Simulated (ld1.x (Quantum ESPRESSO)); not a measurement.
## An all-electron radial function and its pseudo partner (xenon)

Columns: radius, all-electron u(r) and pseudo u(r) of the 5p shell (level -17.18 eV) of xenon in the configuration [Kr] 4d10 5s2 5p5; LDA (PZ), scalar-relativistic, TM semilocal scheme, ld1.x (Quantum ESPRESSO) 7.5.

```json
{"r (bohr)": "0.078", "all-electron": "0.1403", "pseudo": "-0.0052"}
{"r (bohr)": "0.155", "all-electron": "-0.1450", "pseudo": "-0.0201"}
{"r (bohr)": "0.232", "all-electron": "-0.2449", "pseudo": "-0.0431"}
{"r (bohr)": "0.310", "all-electron": "-0.1121", "pseudo": "-0.0724"}
{"r (bohr)": "0.388", "all-electron": "0.0976", "pseudo": "-0.1049"}
{"r (bohr)": "0.465", "all-electron": "0.2695", "pseudo": "-0.1376"}
{"r (bohr)": "0.542", "all-electron": "0.3636", "pseudo": "-0.1687"}
{"r (bohr)": "0.620", "all-electron": "0.3778", "pseudo": "-0.1975"}
{"r (bohr)": "0.698", "all-electron": "0.3268", "pseudo": "-0.2239"}
{"r (bohr)": "0.775", "all-electron": "0.2336", "pseudo": "-0.2488"}
{"r (bohr)": "0.852", "all-electron": "0.1162", "pseudo": "-0.2745"}
{"r (bohr)": "0.930", "all-electron": "-0.0127", "pseudo": "-0.3040"}
{"r (bohr)": "1.008", "all-electron": "-0.1410", "pseudo": "-0.3393"}
{"r (bohr)": "1.085", "all-electron": "-0.2604", "pseudo": "-0.3818"}
{"r (bohr)": "1.162", "all-electron": "-0.3685", "pseudo": "-0.4326"}
{"r (bohr)": "1.240", "all-electron": "-0.4643", "pseudo": "-0.4914"}
{"r (bohr)": "1.318", "all-electron": "-0.5458", "pseudo": "-0.5539"}
{"r (bohr)": "1.395", "all-electron": "-0.6121", "pseudo": "-0.6135"}
{"r (bohr)": "1.472", "all-electron": "-0.6654", "pseudo": "-0.6654"}
{"r (bohr)": "1.550", "all-electron": "-0.7067", "pseudo": "-0.7067"}
{"r (bohr)": "1.628", "all-electron": "-0.7368", "pseudo": "-0.7368"}
{"r (bohr)": "1.705", "all-electron": "-0.7567", "pseudo": "-0.7567"}
{"r (bohr)": "1.782", "all-electron": "-0.7679", "pseudo": "-0.7679"}
{"r (bohr)": "1.860", "all-electron": "-0.7719", "pseudo": "-0.7719"}
{"r (bohr)": "1.938", "all-electron": "-0.7693", "pseudo": "-0.7693"}
{"r (bohr)": "2.015", "all-electron": "-0.7614", "pseudo": "-0.7614"}
```

(1) How many radial nodes do the two functions have?

(2) At about which radius was the pseudo-wave matched?

(3) Where does each function peak?

(4) Is the pseudo-wave norm-conserving?

## Answers

(1) The all-electron 5p function has n − l − 1 = 3; the pseudo-wave has 0, since the states of the same l below it are removed with the core.

(2) 1.55 bohr. The columns agree to 0.0005 from 1.47 bohr on; several derivatives are matched, so the curves merge somewhat inside the radius.

(3) Outermost all-electron maximum near 1.86 bohr, pseudo maximum near 1.86 bohr (to the table’s step).

(4) Yes: the TM semilocal scheme keeps the norm inside the radius equal to the all-electron one, which fixes the energy derivative of the logarithmic derivative at the level.
